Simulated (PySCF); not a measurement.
# Solvent effects on NMR parameters

Cartesian coordinates in Å; atom numbers follow the order of the lines, from 1:
```xyz
23

Al   -1.279    2.037    1.556
O    -0.710    0.515    0.428
C    -1.683   -0.151   -0.395
C    -0.953   -1.373   -0.910
C    -0.068   -1.746    0.276
C     0.328   -0.400    0.886
C     1.686    0.153    0.492
Si    2.051    0.426   -1.346
H    -2.063    2.902    0.457
H    -2.177    1.238    2.629
H     0.157    2.547    2.063
H    -2.000    0.559   -1.170
H    -2.553   -0.417    0.230
H    -1.642   -2.177   -1.202
H    -0.349   -1.116   -1.794
H    -0.645   -2.333    1.007
H     0.811   -2.340   -0.010
H     0.251   -0.429    1.985
H     1.817    1.127    0.994
H     2.466   -0.510    0.905
H     2.128   -0.876   -2.081
H     1.002    1.269   -1.994
H     3.373    1.109   -1.464
```

GIAO PBE0/pcSseg-1 in PySCF 2.14.0 with density-fitted response routines on one PBE0-D3(BJ)/def2-SVP conformer, non-relativistic, equivalent nuclei averaged. Solvents enter as an IEF-PCM continuum (benzene with ε = 2.3, water with ε = 78.4) around the gas-phase geometry. Shifts are referred to AlH4-, TMS computed in the same medium.

Gas phase, δ in ppm: Al1 75.2, C6 82.2, C3 74.2, C5 33.0, C4 27.9, C7 15.5, Si8 -75.7, H18 4.59, H12 4.34, H9/H10/H11 4.14, H21/H22/H23 3.85, H13 3.72, H19 2.12, H16 2.08. Dipole moment 5.64 D.

**Question.** How does each δ change in the continuum?

**Answer.** 
| atoms | environment | Δδ, benzene | Δδ, water |
| --- | --- | --- | --- |
| Al1 | aluminium bonded to O, 3 H | -10.9 | -20.1 |
| C6 | sp3 CH bonded to O | +0.9 | +2.0 |
| C3 | sp3 CH2 bonded to O | +0.7 | +1.7 |
| C5 | sp3 CH2 in a ring | +0.3 | +0.7 |
| C4 | sp3 CH2 in a ring | +0.5 | +1.1 |
| C7 | sp3 CH2 bonded to Si | +0.5 | +1.1 |
| Si8 | silicon bonded to C, 3 H | +0.3 | +0.7 |
| H18 | hydrogen on an sp3 CH bonded to O | +0.05 | +0.12 |
| H12 | hydrogen on an sp3 CH2 bonded to O | +0.05 | +0.06 |
| H9/H10/H11 | hydrogen on an aluminium bonded to O | -0.21 | -0.44 |
| H21/H22/H23 | hydrogen on a silicon bonded to C | -0.03 | -0.08 |
| H13 | hydrogen on an sp3 CH2 bonded to O | +0.05 | +0.11 |
| H19 | hydrogen on an sp3 CH2 bonded to Si | -0.13 | -0.34 |
| H16 | hydrogen on an sp3 CH2 in a ring | +0.10 | +0.21 |

Changes are relative to the gas phase. The dipole moment becomes 6.20 D in benzene, 6.89 D in water.

**Question.** Which of the listed nuclei move most (in ppm), and what does the model miss? (N and O are left out, as their reference compounds move with the solvent too.)

**Answer.** Al1 (aluminium bonded to O, 3 H, -20.1 ppm) in water. A continuum only polarises the solute; specific hydrogen bonds, the anisotropy of aromatic solvents and changes of geometry or conformer are outside it.
